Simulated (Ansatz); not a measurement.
Start from `C[S][Sn][S]C` and change one atom or group to get `C[S][Sn][OH]`.

Ansatz, PBE0-D4/def2-TZVP geometries, multiplicity 1. Each molecule was computed in one conformer, which needn't be the lowest.

Elements past krypton have def2 core potentials.

```json
{"property": "HOMO energy (ωB97M-V/def2-TZVPP) / eV", "`C[S][Sn][S]C`": "-8.58"}
{"property": "HOMO–LUMO gap (PBE/def2-TZVPP) / eV", "`C[S][Sn][S]C`": "2.50"}
{"property": "HOMO–LUMO gap (B3LYP/def2-TZVPP) / eV", "`C[S][Sn][S]C`": "3.75"}
{"property": "HOMO energy (B3LYP/def2-TZVPP) / eV", "`C[S][Sn][S]C`": "-6.36"}
{"property": "HOMO energy (PBE0/def2-TZVPP) / eV", "`C[S][Sn][S]C`": "-6.56"}
{"property": "size of the dipole moment (ωB97M-V/def2-TZVPP) / D", "`C[S][Sn][S]C`": "0.77"}
```

(1) What does the change do to each property? (Estimate.)

Answers

(1) The calculation gave: 
```csv
property,`C[S][Sn][OH]`,shift
HOMO energy (ωB97M-V/def2-TZVPP) / eV,-9.04,-0.46
HOMO–LUMO gap (PBE/def2-TZVPP) / eV,3.13,0.63
HOMO–LUMO gap (B3LYP/def2-TZVPP) / eV,4.45,0.70
HOMO energy (B3LYP/def2-TZVPP) / eV,-6.78,-0.42
HOMO energy (PBE0/def2-TZVPP) / eV,-7.01,-0.45
size of the dipole moment (ωB97M-V/def2-TZVPP) / D,0.46,-0.31
```

With PBE0 the HOMO falls by 0.45 eV and the LUMO rises by 0.31 eV, so the gap widens by about 0.76 eV. PBE moves the HOMO by -0.34 eV and ωB97M-V by -0.46 eV. The zero-point energy changes by -69.0 kJ/mol with -9 modes. Dipoles are sizes alone; their direction can turn.

B3LYP here is the variant with VWN-RPA as its local correlation; programs differ in this.
